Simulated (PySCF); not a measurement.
Problem. Write a Z-matrix for `BC[SiH2][SiH3]` as optimised with PBE0-D3(BJ)/def2-SVP.

Solution. 
Z-matrix in Å and degrees, rows numbered from 1:
```
B 
C   1  1.5377
Si  2  1.9119  1  105.23
Si  3  2.3474  2  111.81  1    56.01
H   1  1.2120  2  120.36  3   -85.99
H   1  1.2108  2  121.07  3    89.26
H   2  1.1013  1  115.68  3  -115.37
H   2  1.1021  1  114.63  3   113.64
H   3  1.4955  2  110.33  1   -66.02
H   3  1.4969  2  107.96  1   176.18
H   4  1.4963  3  109.81  2    50.09
H   4  1.4956  3  110.27  2   169.89
H   4  1.4954  3  110.60  2   -69.82
```

Si3 (SiH2 silicon) is tetrahedral (angles from 108.0° to 111.8°). B1 (three-coordinate boron) is planar (angles 121.1°, 120.4° and 118.4°, sum 359.8°, 0.03 Å off the plane of its three neighbours). Si4 (SiH3 silicon) is tetrahedral (angles from 108.7° to 110.6°).

Theory: PBE0-D3(BJ)/def2-SVP geometry optimisation, gas phase (PySCF 2.14.0).

Point group: C1 (no symmetry element, even within 0.4 Å). Not checked by PBE0-D3(BJ)/def2-SVP frequencies. The numbers are those of one conformer (H–B1–C2–Si3 -86° and 89°, B1–C2–Si3–Si4 56°).

Time: 52 s of wall time; peak memory 0.45 GiB. Hardware: an Arm Neoverse V1 with one thread, no GPU, shared host. These figures are those of the optimisation.
